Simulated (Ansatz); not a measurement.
All values below come from frozen-core CCSD(T)/def2-TZVPP // TPSS-D3(BJ)/def2-SVP in Ansatz (a first-principles code).

Ansatz 0.2 input:
```yaml
crystal:
  periodic: [false, false, false]
  atoms:
    - { symbol: Mo, position_ang: [-0.026415, 0.02872, -0.016751] }
    - { symbol: O, position_ang: [1.44498, -0.522173, 0.531176] }
    - { symbol: Cl, position_ang: [-0.72286, -1.632294, -1.464872] }
    - { symbol: Cl, position_ang: [0.526133, 1.258433, -1.893371] }
    - { symbol: Cl, position_ang: [-1.530134, -0.846766, 1.503158] }
    - { symbol: Cl, position_ang: [-0.292998, 2.048619, 1.074529] }
basis:
  gaussian: { orbitals: def2-TZVPP }
correlation:
  method: ccsd_t
```

Output:

```
Functional definition: HF
1592 factors; integrals over basis functions are off by at most 5.8e-4 eV
mean field evaluation 1: about -53880.4471 eV, gradient 8.0e1 eV
mean field evaluation 2: about -53880.8966 eV, gradient 8.0e1 eV
mean field evaluation 4: about -53893.9827 eV, gradient 1.2e1 eV
mean field evaluation 8: about -53894.3812 eV, gradient 1.6e0 eV
mean field evaluation 16: about -53894.4005 eV, gradient 1.4e-6 eV
mean field evaluation 32: about -53893.6949 eV, gradient 6.6e0 eV
mean field evaluation 64: about -53887.9699 eV, gradient 1.1e-3 eV
mean field evaluation 96: about -53886.5669 eV, gradient 5.6e0 eV
mean field evaluation 128: about -53886.4736 eV, gradient 1.0e0 eV
mean field evaluation 160: about -53886.1636 eV, gradient 1.4e0 eV
mean field -53894.40049990 eV, -1980.5826874344 hartree, gradient 1.9e-6 eV, S^2 0.000000; 1 other end points of the search recorded, 0 dependent functions left out
21 core orbitals not correlated
reference -53894.40049990 eV, -1980.5826874344 hartree; 24, 24 occupied and 210, 210 virtual orbitals, 1592 factors
second order -44.71405776 eV of doubles, -0.00000000 eV of singles
cycle   1  -40.06362383 eV  change     4.7e0 eV  update   4.1e-1
cycle   2  -42.81789448 eV  change    -2.8e0 eV  update   3.6e-1
cycle   3  -43.33234391 eV  change   -5.1e-1 eV  update   6.1e-2
cycle   4  -43.38810782 eV  change   -5.6e-2 eV  update   3.5e-2
cycle   5  -43.34022931 eV  change    4.8e-2 eV  update   1.3e-2
cycle   6  -43.34195219 eV  change   -1.7e-3 eV  update   6.7e-3
cycle   7  -43.33933972 eV  change    2.6e-3 eV  update   2.6e-3
cycle   8  -43.33830681 eV  change    1.0e-3 eV  update   1.4e-3
cycle   9  -43.33871128 eV  change   -4.0e-4 eV  update   4.8e-4
cycle  10  -43.33951988 eV  change   -8.1e-4 eV  update   2.4e-4
cycle  11  -43.33947462 eV  change    4.5e-5 eV  update   1.2e-4
cycle  12  -43.33914961 eV  change    3.3e-4 eV  update   5.7e-5
cycle  13  -43.33927192 eV  change   -1.2e-4 eV  update   3.8e-5
cycle  14  -43.33919783 eV  change    7.4e-5 eV  update   1.5e-5
cycle  15  -43.33918232 eV  change    1.6e-5 eV  update   8.9e-6
perturbative correction -2.85594479 eV, -0.1049540353 hartree
Total energy: -53940.59562701 eV, -1982.2803270436 hartree
```

Cost: roughly 21 core-minutes.
